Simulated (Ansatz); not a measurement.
Compare A (`C[SiH](O)C=O`) with its isomer B (`O/C=C/[SiH2]O`).

Calculated with Ansatz (gas phase, PBE0-D4/def2-TZVP geometries, no zero-point term in ΔE). CBS: MP2 limit from def2 TZ/QZ plus the TZ coupled-cluster correction, frozen cores. DFT in def2-TZVPP. B3LYP here is the variant with VWN-RPA as its local correlation; programs differ in this. One conformer a species, not always the lowest.

Task: Which isomer does CCSD(T)/CBS put lower? Give the gap. (An estimate is asked.)

Result: Computed: A, by 6.6 kcal/mol.

Task: Give E(B) − E(A) in kcal/mol with MP2/def2-TZVPP, B2PLYP, B3LYP, CCSD(T)/def2-TZVPP, HF/def2-TZVPP, PBE-D4, B3LYP-D4. (An estimate is asked.)

Result: Ansatz gave: MP2/def2-TZVPP 6.5, B2PLYP 7.1, B3LYP 6.9, CCSD(T)/def2-TZVPP 7.0, HF/def2-TZVPP 6.6, PBE-D4 7.0, B3LYP-D4 7.1. None reverses the order clearly.

Largest T1 diagnostic: 0.014.

From PBE to PBE0 (25 % exact exchange), in def2-TZVPP and without D4, E(B) − E(A) moves by −0.8 kcal/mol.
